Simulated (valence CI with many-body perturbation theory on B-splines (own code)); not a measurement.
The numbers below are computed, except where a source is named.
Sn XXXVIII: what the settings do

Level of theory: valence CI with perturbative core correlation (CI+MBPT): three valence electrons over a frozen Dirac-Fock core [Ne], a basis of 6 s, 6 p, 5 d, 3 f, 1 g functions for each j, with the one-electron correlation potential Σ1, the two-electron term Σ2, the three-electron term Σ3, Breit, model QED; selected CI, second order for the rest, scaled by the run's own slope (own B-spline code, finite nucleus).

No measured spectrum was set against this ion. As an estimate, large intervals hold to a few tenths of a per cent, small ones and those within an open d or f shell to about a per cent.

The reference run has the lowest level (3s^2 3p1/2) J=1/2 and an ionisation energy of 2523.99 eV. Its largest variational space holds 2843 state functions.

Levels are named by their leading jj configuration (3d3/2^4 stands for four electrons in 3d with j = 3/2), which in mixed levels can hold well under half, so a name can repeat and another be missing. Letters in brackets count levels of one name in rising energy.

Changed runs:
A. scale of Σ1 1 → 0; scale of Σ2 1 → 0; three-electron term on → off
B. averaging of valence orbitals over low configurations on → off; Breit term on → off; QED terms on → off
C. hole-hole ladder in Σ2 on → off
D. scale of Σ1 1 → 0 (bad on purpose)

Excitation energies of the reference run in cm⁻¹, and shifts in cm⁻¹:

```tsv
Level	Reference	A	B	C	D
(3s^2 3p3/2) J=3/2	464406	-853	+6398	-10	-539
(3s 3p1/2^2) J=1/2	722356	+1066	+1387	-8.2	+1673
(3s 3p1/2 3p3/2) J=3/2 [a]	1067620	-825	+7249	-64	+1170
(3s 3p1/2 3p3/2) J=5/2	1146690	-138	+9024	-18	+1132
(3s 3p1/2 3p3/2) J=3/2 [b]	1260410	+1183	+8461	+32	+1118
(3s 3p1/2 3p3/2) J=1/2	1328230	+4783	+6997	+46	+1190
(3s 3p3/2^2) J=5/2	1542350	-957	+14510	-51	+572
(3s^2 3d3/2) J=3/2	1594470	+5420	+10593	-125	+998
(3s^2 3d5/2) J=5/2	1741610	+4773	+14374	-131	+564
(3s 3p3/2^2) J=1/2	1796170	+2395	+12971	+75	+621
(3s 3p3/2^2) J=3/2	1835480	+4841	+13883	+25	+652
(3p1/2^2 3p3/2) J=3/2	2008520	+3893	+9459	+72	+2782
Ionisation energy (eV)	2523.99	-0.78	+2.27	-0.019	-1.00
```
